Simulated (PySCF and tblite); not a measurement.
The numbers below are computed, except where a source is named.
C₅H₅NO₂S, numbered as in [CH3:1][O:2][c:3]1[n:4][cH:5][c:6]([CH:7]=[O:8])[s:9]1.

Conformers came from 90 starts (ETKDG and KDG, MMFF94s, GFN2-xTB); geometries are GFN2-xTB. Weights use PBE0-D3(BJ)/pcSseg-1 energies plus GFN2-xTB zero-point and thermal terms (modes under about 100 cm⁻¹ blended into free rotors). Symmetry numbers and mirror images are counted. Conformers within 2.5 kcal/mol (GFN2-xTB free energy) were kept, 4 at most. Run with PySCF (density fitting) and tblite.

Rotational constants are equilibrium values for the commonest isotopes; dipoles come from the energy level named.

Torsions listed: C1–O2–C3–S9, S9–C6–C7–O8.

```csv
conformer,shape,symmetry,weight %
1,"180°, 0°",Cs,96.7
2,"180°, 180°",Cs,3.1
3,"0°, 0°",Cs,0.2
4,"0°, 180°",Cs,0.0
```

Sets of constants, in random order:

| set | A (MHz) | B (MHz) | C (MHz) | abs μa (D) | abs μb (D) | abs μc (D) |
| --- | --- | --- | --- | --- | --- | --- |
| P | 3472 | 951 | 750 | 2.77 | 0.40 | 0.00 |
| Q | 4294 | 855 | 717 | 4.26 | 3.16 | 0.00 |
| R | 4528 | 838 | 710 | 3.76 | 2.06 | 0.00 |
| S | 4380 | 820 | 694 | 3.90 | 0.81 | 0.00 |

(1) Match each set to its conformer.

Results:

(1) P is conformer 3, Q is conformer 4, R is conformer 1, S is conformer 2.


Conformer gaps in pcSseg-1 on xTB geometries can be 2 kcal/mol off for S=O, P=O and other polar bonds.